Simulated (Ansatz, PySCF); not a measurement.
Tl(SH)3 in two programs

Tl(SH)3 (singlet), relaxed with PySCF 2.14.0, RKS TPSS, Tl def2-SVP with ECP60, S def2-SVP, H def2-SVP; non-relativistic Hamiltonian with scalar-relativistic core potentials where named; density fitting; no spin-orbit coupling:

```xyz
7

Tl    0.7083   -0.2032    0.1556
S    -0.5806    0.3490    2.2225
H    -1.7182    0.6075    1.5261
S    -0.4299   -0.3715   -2.0674
H    -1.6578   -0.1638   -1.5249
S     3.1584   -0.6058    0.3456
H     3.2839   -0.8387   -0.9862
```

There the HOMO–LUMO gap is 2.76 eV. 

The same geometry by Ansatz 0.2.0 (PBE, PAW, a periodic box with 9 Å of vacuum):

```csv
spin-orbit coupling,gap (eV),largest force component (eV/Å)
without,2.58,0.24
```

What does the run with spin-orbit coupling give?

gap (eV): 2.60, largest force component (eV/Å): 0.32. It took 20 s on 2 threads of Arm Neoverse V1 (shared host), peak memory 2.2 GiB.

The spin-orbit runs use fully relativistic datasets of their own, so changes of a few hundredths of an eV needn't come from the coupling.

No frequency check is given that shows the relaxed geometry to be a minimum.

The two programs differ in functional, so their gaps don't test each other.
